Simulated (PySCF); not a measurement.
A mixed set of molecules. Theory: TDDFT PBE0/def2-SVPD, vertical, gas phase, core orbitals frozen in the response in PySCF 2.14.0, density-fitted response routines. Geometries: GFN2-xTB; one conformer of each isolated species. Triplets are in the Tamm–Dancoff approximation.

Problem. Rank by computed lowest singlet excitation energy, highest first.
A. `CS/C=C\OC(F)(F)F`
B. `C1[SiH2]C(C2CC2)[SiH2]1`
C. `C=C(C)/C([SiH3])=C/[SiH3]`
D. `FC(F)(F)CNC1CC1`

Solution. D (6.12 eV), B (5.85 eV), A (5.35 eV), C (5.03 eV).

```json
{"SMILES": "FC(F)(F)CNC1CC1", "S1 (eV)": "6.12", "LUMO (eV)": "0.72", "HOMO (eV)": "-6.64", "T1 (eV)": "5.95", "α (au)": "68.4", "S1 mainly": "H→L (93%)"}
{"SMILES": "C1[SiH2]C(C2CC2)[SiH2]1", "S1 (eV)": "5.85", "LUMO (eV)": "-0.13", "HOMO (eV)": "-7.15", "T1 (eV)": "5.54", "α (au)": "106.5", "S1 mainly": "H→L (94%)"}
{"SMILES": "CS/C=C\\OC(F)(F)F", "S1 (eV)": "5.35", "LUMO (eV)": "-0.23", "HOMO (eV)": "-6.44", "T1 (eV)": "3.69", "α (au)": "80.5", "S1 mainly": "H→L+1 (82%)"}
{"SMILES": "C=C(C)/C([SiH3])=C/[SiH3]", "S1 (eV)": "5.03", "LUMO (eV)": "-1.15", "HOMO (eV)": "-7.07", "T1 (eV)": "3.50", "α (au)": "117.4", "S1 mainly": "H→L (91%)"}
```

H and L stand for HOMO and LUMO.

Mean S1 by what the SMILES shows (count): single bonds only 5.98 eV (2); a double or triple bond but no aromatic ring 5.19 eV (2).

Without π bonds the low states are Rydberg-like; a valence basis with one diffuse set may place them up to an eV too high.
